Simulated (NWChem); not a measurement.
# Atomisation of ethylene carbonate (C₃H₄O₃)

```
C
H 1 1.0985
H 1 1.1027 2 108.85
O 1 1.4135 2 109.45 3 -119.54
C 4 1.3499 1 110.15 2 -138.16
O 5 1.1846 4 125.10 1 -172.76
O 5 1.3499 6 125.10 4 -180.00
C 7 1.4135 5 110.15 6 -172.76
H 8 1.0985 7 109.45 5 -138.16
H 8 1.1027 9 108.85 7 119.54
```
Charge 0, spin multiplicity 1.

All runs are NWChem calculations. Structure: optimised with PBE0/def2-SVP, a minimum by its harmonic frequencies. It is one conformer; others weren't searched.

Basis set: def2-SVP. The atomisation energy is electronic alone: no zero-point, thermal, spin-orbit or counterpoise terms. No value is extrapolated to the basis-set limit. Free atoms are single determinants with multiplicities O 3, C 3, H 2.

B3LYP has NWChem's definition, with VWN1-RPA local correlation. No SCF solution was tested for a lower state. Open-shell Hartree-Fock references start from PBE0 orbitals.

**Question.** One of these methods gave an atomisation energy of 737.6 kcal/mol. Which?
A) LDA (SVWN5)
B) B3LYP
C) HF
D) PBE0

**Answer.** C, HF. The others give 1281.3 (LDA (SVWN5)), 1079.9 (PBE0), 1063.7 (B3LYP).
